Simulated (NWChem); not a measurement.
# Lowest excitation of iodoethane (C₂H₅I)

SMILES: CCI
```xyz
8

C      2.4499     0.3888     0.0000
C      1.1211     1.1174     0.0000
I     -0.5996    -0.2481     0.0000
H      2.5683    -0.2454     0.8914
H      3.2687     1.1306     0.0000
H      2.5683    -0.2454    -0.8914
H      0.9742     1.7358     0.8942
H      0.9742     1.7358    -0.8942
```
Charge 0, spin multiplicity 1.

Everything below was run with NWChem. The geometry was optimised at B3LYP/def2-SVP with def2 effective core potentials on I, held to Cs symmetry and with no frequency check, so it may be a saddle point.

Basis set: def2-SVP.

Effective core potentials replace the inner electrons of I; spin-orbit coupling is left out. The correlated methods keep 6 core orbitals frozen. B3LYP has NWChem's definition, with VWN1-RPA local correlation. Coupled-cluster values serve here as a point of comparison, not as the truth.

Q: For the lowest vertical singlet excitation energy, TD-CAM-B3LYP gives 4.87 eV and TD-PBE gives 4.59 eV. What do CIS, EOM-CCSD, TD-B3LYP give?

A: CIS: 5.68 eV; EOM-CCSD: 5.11 eV; TD-B3LYP: 4.75 eV.
